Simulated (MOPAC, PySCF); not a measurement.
F$_{3}$Ga, SMILES `[F][Ga]([F])[F]`, neutral singlet in the gas phase. 

Cartesian coordinates (Å):
SMILES: [F][Ga]([F])[F]
```xyz
4

F     -0.8947    -1.4849    -0.0041
Ga     0.0000     0.0000     0.0000
F      1.7334    -0.0324    -0.0053
F     -0.8387     1.5173     0.0094
```
Charge 0, multiplicity 1.

All levels are single points at this geometry (B3LYP-D3(BJ)/def2-TZVP); Pople sets use spherical d functions. Orbital energies aren't observables, and empty levels follow the basis.

| level | HOMO (eV) | LUMO (eV) | gap (eV) | dipole (D) | vertical IE, Delta-SCF (eV) |
|---|---|---|---|---|---|
| B3LYP-D3(BJ)/def2-TZVP in PySCF | -11.46 | -2.88 | 8.58 | 0.00 | 14.28 |
| B3LYP/6-311+G** (LANL2DZ on Ga) in PySCF | -11.64 | -2.91 | 8.72 | 0.00 | – |
| PBE/6-31G* in PySCF | -9.13 | -3.31 | 5.82 | 0.00 | – |
| HF/3-21G in PySCF | -15.85 | 1.48 | 17.33 | 0.00 | – |
| HF/STO-3G in PySCF | -8.54 | 5.89 | 14.43 | 0.00 | – |
| PM7 in MOPAC | -14.48 | -1.65 | 12.83 | 0.00 | – |
